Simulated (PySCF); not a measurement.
# Working with the constants of CsC

UHF-CCSD(T) constants of CsC, ⁴Σ⁻ (quartet), unpaired electrons σ ↑, π ↑↑ (Cs x2c-TZVPPall, C x2c-TZVPPall; spin-free X2C with a Gaussian nucleus (PySCF 2.14); masses 132.9054 and 12.0000 u):

| Property | Result |
| --- | --- |
| ωe | 306.5 cm⁻¹ |
| ωexe | 1.52 cm⁻¹ |
| Be | 0.20862 cm⁻¹ |
| αe | 0.00141 cm⁻¹ |
| De to Cs + C | 2.21 eV |

Task: What force constant and bond length do these constants imply?

Result: Reduced mass μred = 11.006 u; k = 5.8918×10⁻⁷·μred·ωe² (u, cm⁻¹, mdyn/Å) = 0.609 mdyn/Å; Re = √(16.8576/(μred·Be)) (u, cm⁻¹, Å) = 2.710 Å.

Task: Estimate the centrifugal constant D from the Kratzer relation and find the Dunham coefficient a1.

Result: D = 4Be³/ωe² = 3.87e-07 cm⁻¹; a1 = −1 − αeωe/(6Be²) = -2.65.

Correlated steps freeze 19 core orbitals. These are scalar-relativistic numbers at best; spin–orbit coupling would shift them, the dissociation energy most. The state is the lowest determinant that a PBE0 search found; another state may lie lower at other levels.
